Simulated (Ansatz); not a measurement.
Calculated with Ansatz (gas phase, PBE0-D4/def2-TZVP geometries, no zero-point term in ΔE). CCSD(T)/CBS adds triple-zeta CCSD(T) − MP2 to the extrapolated MP2 energy (def2 sets, frozen cores). This one scheme is used for every species. Functionals use def2-TZVPP. HSE06 is defined as in plane-wave codes. One conformer a species, not always the lowest.

Consider the cleavage of the Si–Si bond: `O[SiH2][SiH3]` + `NBO` → `NBO[SiH3]` + `O[SiH3]`.

Problem. Is it downhill or uphill in electronic energy at CCSD(T)/CBS, and by how much? (Best estimate.)

Solution. The calculation gave: Downhill: ΔE = -95.3 kJ/mol.

Problem. What do these levels give: HSE06-D4, HSE06, MP2/def2-SVP, HF/def2-TZVPP, HF/def2-QZVPP, HF/CBS(def2)? (Estimate.)

Solution. Computed: HSE06-D4 -75.4, HSE06 -76.0, MP2/def2-SVP -95.8, HF/def2-TZVPP -121.3, HF/def2-QZVPP -123.3, HF/CBS(def2) -123.6 kJ/mol.

Largest T1 diagnostic among the species: 0.012.

From PBE to PBE0 (25 % exact exchange), in def2-TZVPP and without D4, ΔE moves by −8.8 kJ/mol. Leaving LDA and LC-ωPBE aside and taking each functional with its dispersion term where it has one, the values, not all of them listed here, spread over 37.7 kJ/mol, from BHLYP-D4 to PBE-D4.
